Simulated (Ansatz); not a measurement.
CHN (SMILES [C-]#[NH+]) at its CCSD(T)/cc-pVQZ minimum, average atomic masses, point group C∞v.
(charge 0, multiplicity 1):
```xyz
3

C      0.0000     0.0000    -0.6883
N      0.0000     0.0000     0.4837
H      0.0000     0.0000     1.4798
```

Cores are frozen in the correlated methods.

Codes used: Ansatz (a first-principles code). Each number belongs to the level named beside it.

Harmonic frequencies (cm⁻¹): 467 467 2054 3820.

Work out the rotational constants, the zero-point energy, and the ideal-gas entropy and heat capacity at 298.15 K and 1 bar (rigid rotor, harmonic oscillator).


Principal moments 11.175 u Å² give 16.8576/I = 1.509 cm⁻¹. Zero point: Σω/2 = 3404 cm⁻¹ = 9.73 kcal/mol. Translation R(1.5 ln M + 2.5 ln T − 1.1517) with M = 27.026 u: 149.97 J/(mol K). Rotation with σ = 1: q = 137.4, S = R(ln q + 1) = 49.24. Vibration, summed over R(u/(eᵘ − 1) − ln(1 − e⁻ᵘ)) with u = 1.43878ω/T: 6.26, of which the lowest mode gives 3.13. S° = 205.5 J/(mol K); C_p = 7R/2 + 11.12 = 40.22 J/(mol K).
